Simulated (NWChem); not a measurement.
System: MoSOBrF; SMILES [O]=[Mo]([F])(=[S])[Br]

NWChem printed, in part:

```
             Northwest Computational Chemistry Package (NWChem) 7.3.0
             --------------------------------------------------------

 C1  symmetry detected

                             Geometry "geometry" -> ""
                             -------------------------

 Output coordinates in angstroms (scale by  1.889725989 to convert to a.u.)

  No.       Tag          Charge          X              Y              Z
 ---- ---------------- ---------- -------------- -------------- --------------
    1 Mo                  42.0000    -0.25606118     0.53198057     0.07270817
    2 O                    8.0000    -0.77308956     0.88937717     1.60468586
    3 S                   16.0000     1.57125988     1.52692582    -0.20866953
    4 F                    9.0000    -1.47389103     1.11142173    -1.17211514
    5 Br                  35.0000     0.14468992    -1.82548029    -0.05724232

 Effective nuclear repulsion energy (a.u.)     942.9879777814

                                 NWChem DFT Module
                                 -----------------

 Summary of "ao basis" -> "ao basis" (spherical)
 ------------------------------------------------------------------------------
       Tag                 Description            Shells   Functions and Types
 ---------------- ------------------------------  ------  ---------------------
 Mo                         def2-svp                11       31   5s3p2d1f
 O                          def2-svp                 6       14   3s2p1d
 S                          def2-svp                 8       18   4s3p1d
 F                          def2-svp                 6       14   3s2p1d
 Br                         def2-svp                12       32   5s4p3d

            General Information
            -------------------
          SCF calculation type: DFT
          Wavefunction type:  closed shell.
          No. of atoms     :     5
          No. of electrons :    82
           Alpha electrons :    41
            Beta electrons :    41
          Charge           :     0
          Spin multiplicity:     1
          Use of symmetry is: off; symmetry adaption is: off
          Maximum number of iterations: 150
          AO basis - number of functions:   109
                     number of shells:    43
          Convergence on energy requested:  1.00D-06
          Convergence on density requested:  1.00D-05
          Convergence on gradient requested:  5.00D-04

              XC Information
              --------------
                      r^2SCAN Method XC Functional
               r^2SCAN metaGGA Exchange Functional  1.000
                     r^2SCAN Correlation Potential  1.000

             Grid Information
             ----------------
          Grid used for XC integration:  xfine
          Radial quadrature: Mura-Knowles
          Angular quadrature: Lebedev.
          Tag              B.-S. Rad. Rad. Pts. Rad. Cut. Ang. Pts.
          ---              ---------- --------- --------- ---------
          Mo                  1.45      205          10.0      1454
          O                   0.60      100          10.0      1454
          S                   1.00      125          11.0      1454
          F                   0.50      100          10.0      1454
          Br                  1.15      160          11.0      1454
          Grid pruning is: on
          Number of quadrature shells:   690
          Spatial weights used:  Erf1

      Superposition of Atomic Density Guess
      -------------------------------------

 Sum of atomic energies:       -3220.70878015

      Non-variational initial energy
      ------------------------------

 Total energy =   -3211.079626
 1-e energy   =   -5423.657753
 2-e energy   =    1743.295940
 HOMO         =      -0.346544
 LUMO         =      -0.061936

     ---------------------------------------------
      Total Density - Mulliken Population Analysis
     ---------------------------------------------

    Atom       Charge   Shell Charges
 -----------   ------   -------------------------------------------------------
    1 Mo  14    11.20  -0.39  1.55  0.87  0.31  0.05  5.95  0.33  0.12  1.92  0.43  0.07
    2 O    8     9.02   1.99  1.16  0.75  3.15  1.95  0.01
    3 S   16    16.75   2.00  1.99  1.25  0.65  5.94  1.94  2.95  0.03
    4 F    9     9.64   1.99  1.15  0.81  3.53  2.16  0.00
    5 Br  35    35.40   2.00  2.00  2.00  1.37  0.57  6.00  5.99  2.40  3.07  8.23  1.73  0.06

   convergence    iter        energy       DeltaE   RMS-Dens  Diis-err
 ---------------- ----- ----------------- --------- --------- ---------
 d= 0,ls=0.0,diis     1  -3214.5694681964 -3.68D+03  5.81D-02  4.56D+00
 d= 0,ls=0.0,diis     2  -3204.2438281435  1.03D+01  5.20D-02  6.04D+01
 d= 0,ls=0.0,diis     3  -3214.3815344986 -1.01D+01  1.51D-02  8.10D+00
 d= 0,ls=0.0,diis     4  -3215.1333047552 -7.52D-01  5.60D-03  3.99D-01
 d= 0,ls=0.0,diis     5  -3215.1287196639  4.59D-03  5.53D-03  3.02D-01
  Resetting Diis
 d= 0,ls=0.0,diis     6  -3215.1610687069 -3.23D-02  2.24D-03  8.90D-02
 d= 0,ls=0.0,diis     7  -3215.1725192026 -1.15D-02  2.85D-03  9.89D-03
 d= 0,ls=0.0,diis     8  -3215.1630533107  9.47D-03  2.22D-03  7.36D-02
 d= 0,ls=0.0,diis     9  -3215.1723289602 -9.28D-03  7.70D-04  1.10D-02
 d= 0,ls=0.0,diis    10  -3215.1740809401 -1.75D-03  8.80D-05  1.89D-04
 d= 0,ls=0.0,diis    11  -3215.1740948543 -1.39D-05  3.49D-05  5.60D-05
 d= 0,ls=0.0,diis    12  -3215.1741000371 -5.18D-06  1.57D-05  5.54D-06
 d= 0,ls=0.0,diis    13  -3215.1741004861 -4.49D-07  5.86D-06  1.11D-06

         Total DFT energy =    -3215.174100486136
      One electron energy =    -5425.494358783330
           Coulomb energy =     1884.844641770558
    Exchange-Corr. energy =     -143.806569846904
 Nuclear repulsion energy =      469.282186373538

 Numeric. integr. density =       82.000000463352

                       DFT Final Molecular Orbital Analysis
                       ------------------------------------

 Vector   39  Occ=2.000000D+00  E=-3.148199D-01
              MO Center=  7.0D-02, -1.3D+00,  1.1D-01, r^2= 2.9D+00
   Bfn.  Coefficient  Atom+Function         Bfn.  Coefficient  Atom+Function
  ----- ------------  ---------------      ----- ------------  ---------------
    94      0.532079  5 Br pz                91      0.494745  5 Br pz
    88     -0.325473  5 Br pz                37     -0.160537  2 O  pz
    36      0.158934  2 O  py                39      0.121354  2 O  py
    40     -0.108436  2 O  pz                85      0.105781  5 Br pz
     8     -0.082597  1 Mo pz                56     -0.082964  3 S  px

 Vector   40  Occ=2.000000D+00  E=-2.937624D-01
              MO Center=  7.4D-01,  2.9D-01, -1.5D-01, r^2= 4.5D+00
   Bfn.  Coefficient  Atom+Function         Bfn.  Coefficient  Atom+Function
  ----- ------------  ---------------      ----- ------------  ---------------
    92      0.353935  5 Br px                89      0.317554  5 Br px
    57      0.276833  3 S  py                56     -0.254440  3 S  px
    58     -0.223933  3 S  pz                54      0.212630  3 S  py
    86     -0.208489  5 Br px                53     -0.194100  3 S  px
    19     -0.185654  1 Mo d  2              55     -0.170500  3 S  pz

 Vector   41  Occ=2.000000D+00  E=-2.749596D-01
              MO Center=  9.4D-01,  1.1D+00,  1.3D-01, r^2= 3.3D+00
   Bfn.  Coefficient  Atom+Function         Bfn.  Coefficient  Atom+Function
  ----- ------------  ---------------      ----- ------------  ---------------
    58      0.461640  3 S  pz                55      0.344896  3 S  pz
    57      0.253725  3 S  py                52      0.195140  3 S  pz
    36     -0.191226  2 O  py                54      0.189440  3 S  py
    35     -0.184511  2 O  px                92      0.161308  5 Br px
    38     -0.144851  2 O  px                39     -0.143973  2 O  py

 Vector   42  Occ=0.000000D+00  E=-1.662451D-01
              MO Center= -3.1D-02,  4.4D-01, -5.3D-03, r^2= 2.9D+00
   Bfn.  Coefficient  Atom+Function         Bfn.  Coefficient  Atom+Function
  ----- ------------  ---------------      ----- ------------  ---------------
    15      0.600429  1 Mo d -2              16      0.429478  1 Mo d -1
    56      0.239507  3 S  px                18     -0.217222  1 Mo d  1
    58     -0.214424  3 S  pz                92      0.180689  5 Br px
    35     -0.162545  2 O  px                68     -0.152326  4 F  py
    20      0.144317  1 Mo d -2              38     -0.138810  2 O  px

 Vector   43  Occ=0.000000D+00  E=-1.574516D-01
              MO Center=  2.7D-01,  7.3D-01,  1.3D-02, r^2= 2.9D+00
   Bfn.  Coefficient  Atom+Function         Bfn.  Coefficient  Atom+Function
  ----- ------------  ---------------      ----- ------------  ---------------
    19      0.558316  1 Mo d  2              16      0.442313  1 Mo d -1
    57      0.360544  3 S  py                15     -0.254111  1 Mo d -2
    54      0.206179  3 S  py                56     -0.181040  3 S  px
    58     -0.181311  3 S  pz                36     -0.151669  2 O  py
    39     -0.132828  2 O  py                24      0.128134  1 Mo d  2

[...]

                         DFT ENERGY GRADIENTS

    atom               coordinates                        gradient
                 x          y          z           x          y          z
   1 Mo     -0.483885   1.005298   0.137399   -0.001616   0.008811   0.013284
   2 O      -1.460927   1.680679   3.032417    0.006604  -0.004366  -0.017377
   3 S       2.969251   2.885471  -0.394328   -0.008013  -0.004819   0.001442
   4 F      -2.785250   2.100283  -2.214976    0.002948  -0.001427   0.002464
   5 Br      0.273424  -3.449658  -0.108172    0.000078   0.001801   0.000187
```

Level: r2SCAN/def2-SVP with def2 effective core potentials on Mo. Geometry: optimised at PBE0/def2-SVP. Not confirmed as a minimum by frequencies. def2 effective core potentials on Mo; no spin-orbit coupling.

### Question
Which NWChem input produces such a log?

### Answer
This is not unique; one that fits is the input that was run:
```
start job
memory heap 200 mb stack 900 mb global 1100 mb
geometry units angstroms noautoz
  Mo    -0.242131     0.509112     0.043702
  O     -0.901621     0.871491     1.518748
  S      1.601412     1.507529    -0.069012
  F     -1.338811     1.080335    -1.312559
  Br     0.174108    -1.847838    -0.037797
end
basis spherical
  Mo library def2-svp
  O library def2-svp
  S library def2-svp
  F library def2-svp
  Br library def2-svp
end
ecp
  Mo library def2-ecp
end
dft
  xc r2scan
  grid xfine
  iterations 150
  mulliken
end
task dft gradient
```
